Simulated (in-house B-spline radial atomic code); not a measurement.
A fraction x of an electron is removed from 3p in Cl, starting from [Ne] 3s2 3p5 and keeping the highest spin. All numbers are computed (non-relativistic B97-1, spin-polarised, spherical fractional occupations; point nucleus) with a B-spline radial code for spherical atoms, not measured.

Caution: exact exchange at fractional occupations of open shells leaves self-interaction of up to several eV.

| x | E(x) - E(0) (eV) | 3p down level (eV) |
| --- | --- | --- |
| 0 | 0.0000 | -8.530 |
| 0.09 | 0.8030 | -9.316 |
| 0.25 | 2.4071 | -10.740 |
| 0.33 | 3.2952 | -11.465 |
| 0.46 | 4.8630 | -12.658 |
| 0.5 | 5.3767 | -13.029 |
| 0.67 | 7.7269 | -14.626 |
| 0.8 | 9.7088 | -15.867 |
| 0.95 | 12.1976 | -17.321 |
| 1 | 13.0759 | -17.810 |

The exact functional would give a straight line between the two integer points. Deviations E(x) - E(0) - x[E(1) - E(0)], in eV: -0.374 at x = 0.09, -0.862 at x = 0.25, -1.02 at x = 0.33, -1.152 at x = 0.46, -1.161 at x = 0.5, -1.034 at x = 0.67, -0.752 at x = 0.8, -0.225 at x = 0.95.

The curve lies below the straight line by up to 1.161 eV (at x = 0.5): convex, the delocalisation error, to which spherically averaged exact exchange adds.

How well does Slater's transition state (minus the level at half occupation) give the ionisation energy?

It gives 13.029 eV against 13.076 eV from the two total energies; NIST lists 12.97 eV, ground level to ground level. The end point has an open shell averaged over its orbitals, so its exact exchange keeps a self-interaction and this is no true integer point.
